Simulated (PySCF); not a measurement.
**Telling isomers of C₅H₁₂Si₃ apart by NMR**

- σ from GIAO-PBE0/pcSseg-1
- structure optimised with GFN2-xTB
- program: PySCF 2.14
- equivalent nuclei averaged, a single conformation, non-relativistic Hamiltonian, in vacuum

Referencing at the same level of theory: ¹H (σ = 31.72 ppm), ¹³C (σ = 186.93 ppm) vs TMS. Where no couplings were computed, multiplicities follow the n + 1 count of equivalent neighbours, and m marks all less simple cases (inequivalent or close neighbours, rings, F or P nearby). Shifts are as computed. Against solution values, carbons near 30 ppm lie about +3 ppm off and those near 130 ppm about +5 ppm. Of 1309 compounds with measured shifts, 239 miss one by over three times the rms of a fit or turn the order of signals round; such compounds aren't used in these exercises.

(1) Tabulate the signals of `C#C[Si@@](C)([SiH3])[SiH2]C=C`, `C#C[SiH2][Si@@H]1C[SiH2][C@H]1C`, `C#CC([SiH3])([SiH3])[SiH2]C=C`, `C=C1C=CC[Si@@H]([SiH3])[SiH2]1`, `C#C[Si]([SiH3])([SiH3])C(=C)C` and their relative energies.

(2) What is the quickest way to tell C#C[Si@@](C)([SiH3])[SiH2]C=C from C#C[Si]([SiH3])([SiH3])C(=C)C?

(3) What is the quickest way to tell C#C[Si@@](C)([SiH3])[SiH2]C=C from C#C[SiH2][Si@@H]1C[SiH2][C@H]1C?

(4) What is the quickest way to tell C#C[SiH2][Si@@H]1C[SiH2][C@H]1C from C=C1C=CC[Si@@H]([SiH3])[SiH2]1?

Answers

(1) 
| SMILES | carbon types | δC | δH | E rel. (kcal/mol) |
| --- | --- | --- | --- | --- |
| C#C[Si@@](C)([SiH3])[SiH2]C=C | 1×C 2×CH 1×CH2 1×CH3 | 145.6, 139.0, 107.6, 91.0, -1.4 | 6.58 (m, 1H), 6.47 (m, 1H), 6.38 (m, 1H), 4.54 (m, 1H), 4.20 (m, 1H), 3.58 (s, 3H), 2.19 (s, 1H), 0.44 (s, 3H) | 27.4 |
| C#C[SiH2][Si@@H]1C[SiH2][C@H]1C | 1×C 2×CH 1×CH2 1×CH3 | 105.6, 83.7, 18.5, 12.9, -9.8 | 5.05 (m, 1H), 4.80 (m, 1H), 4.74 (m, 1H), 4.34 (m, 1H), 4.34 (m, 1H), 1.94 (m, 1H), 1.76 (m, 1H), 1.39 (d, 3H), 0.64 (m, 1H), 0.53 (m, 1H) | 15.9 |
| C#CC([SiH3])([SiH3])[SiH2]C=C | 2×C 2×CH 1×CH2 | 145.8, 139.6, 88.1, 71.9, -11.8 | 6.54 (m, 1H), 6.45 (m, 1H), 6.23 (m, 1H), 4.66 (d, 2H), 4.16 (s, 6H), 1.43 (s, 1H) | 40.1 |
| C=C1C=CC[Si@@H]([SiH3])[SiH2]1 | 1×C 2×CH 2×CH2 | 142.7, 141.1, 138.7, 137.7, 12.0 | 6.54 (d, 1H), 6.31 (br s, 1H), 6.20 (m, 1H), 5.79 (br s, 1H), 4.54 (m, 1H), 4.28 (m, 1H), 4.13 (m, 1H), 3.50 (d, 3H), 1.94 (m, 1H), 1.85 (m, 1H) | 0.0 |
| C#C[Si]([SiH3])([SiH3])C(=C)C | 2×C 1×CH 1×CH2 1×CH3 | 153.5, 134.7, 107.6, 88.6, 28.2 | 6.01 (br s, 1H), 5.50 (br s, 1H), 3.60 (s, 6H), 2.23 (s, 3H), 2.14 (s, 1H) | 32.4 |

Energies are electronic energies at PBE0/pcSseg-1 on these geometries, without zero-point or thermal terms, each for the one conformer computed, which needn't be the lowest.

(2) Both give the same number of carbon signals, but DEPT or the intensities differ. The first has an alkene CH at 139.0 ppm, the second a fully substituted alkene carbon (C) at 153.5 ppm. Their most deshielded carbons lie at 145.6 and 153.5 ppm. In the proton spectra the most deshielded non-exchanging signals are 6.58 (m, 1H) and 6.01 (br s, 1H).

(3) Both give the same number of carbon signals, with the same numbers of each carbon type, so the positions decide. The first has a terminal =CH2 carbon at 145.6 ppm, the second an sp3 CH bonded to 2 Si at 12.9 ppm. Their most deshielded carbons lie at 145.6 and 105.6 ppm. In the proton spectra the most deshielded non-exchanging signals are 6.58 (m, 1H) and 5.05 (m, 1H).

(4) Both give the same number of carbon signals, but DEPT or the intensities differ. The first has a methyl carbon (CH3) at 18.5 ppm, the second a terminal =CH2 carbon at 138.7 ppm. Their most deshielded carbons lie at 105.6 and 142.7 ppm. In the proton spectra the most deshielded non-exchanging signals are 5.05 (m, 1H) and 6.54 (d, 1H).
